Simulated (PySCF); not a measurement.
C₅H₅FO, SMILES O=C[C@]1(F)C=CC1.

Geometry optimised at r2SCAN-D4/def2-SVP. The structure was generated by enumeration; whether it is a known compound was not checked. One conformer was computed; it need not be the lowest.

Vertical ionisation energy (IE) and electron affinity (EA) in eV. Rows of orbital energies are one-electron estimates. Where ΔSCF, EOM or ADC give a negative EA the extra electron is unbound and the value depends on the basis.

| level | IE | EA |
|---|---|---|
| −ε(HOMO), −ε(LUMO), M06-2X/def2-TZVP (PySCF) | ? | ? |
| −ε(HOMO), −ε(LUMO), PBE/def2-TZVP (PySCF) | 6.10 | 2.54 |

### Question
Fill in the missing entries. (The exact figures need the calculation; the answer reports its results.)

### Answer

- −ε(HOMO), −ε(LUMO), M06-2X/def2-TZVP (PySCF), IE: 9.02
- −ε(HOMO), −ε(LUMO), M06-2X/def2-TZVP (PySCF), EA: 0.37
